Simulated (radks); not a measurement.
Coulomb parameter of the 4d shell of the ruthenium ion Ru+ in the model configuration [Kr] 4d6 5s1, as a second difference U = [E(n + 0.25) + E(n - 0.25) - 2 E(n)] / (0.25)^2 with all orbitals relaxed. "Bare": the charge of the atom changes with n. "Screened": the 5s shell takes up the change at fixed total charge, which measures U(4d,4d) + U(5s,5s) - 2 U(4d,5s). Method: scalar-relativistic Kohn-Sham, PBE, spin-unpolarised, spherical densities, point nucleus; computed with a radial shooting solver on a logarithmic mesh with Libxc functionals.

case	configuration	E - E(n) (eV)
start	[Kr] 4d6 5s1	0.000
bare +0.25	[Kr] 4d6.25 5s1	-3.503
bare -0.25	[Kr] 4d5.75 5s1	4.208
screened +0.25	[Kr] 4d6.25 5s0.75	-0.855
screened -0.25	[Kr] 4d5.75 5s1.25	0.961

U(bare) = 11.267 eV, U(screened by 5s) = 1.692 eV, against the Slater integral F0(4d,4d) = 15.827 eV with frozen orbitals.
